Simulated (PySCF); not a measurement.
Excitation energy of In⁺ by level of theory

In⁺ [Kr] 4d10 5s2 (1S) → In⁺ [Kr] 4d10 5s1 5d1 (3D), as a difference of total energies. Computed with PySCF 2.14 in x2c-TZVPPall with one added diffuse shell each of s, p, d, f type (9s7p5d3f, 76 functions), with scalar relativity by spin-free X2C-1e. Correlated levels: valence and next inner shell: [Ar] 3d10 frozen. The calculations carry no spin-orbit coupling.

| method | excitation energy (cm⁻¹) |
| --- | --- |
| UHF | 90182 |
| MP2 (valence and next inner shell) | 102440 |
| SCS-MP2 (valence and next inner shell) | 102720 |
| CCSD (valence and next inner shell) | 101170 |
| CCSD(T) (valence and next inner shell) | 101780 |

Errors of the correlated levels include the incompleteness of this basis and the frozen core.

For comparison: 102220 cm⁻¹ (measured; NIST levels, between the centres of gravity of the two terms).
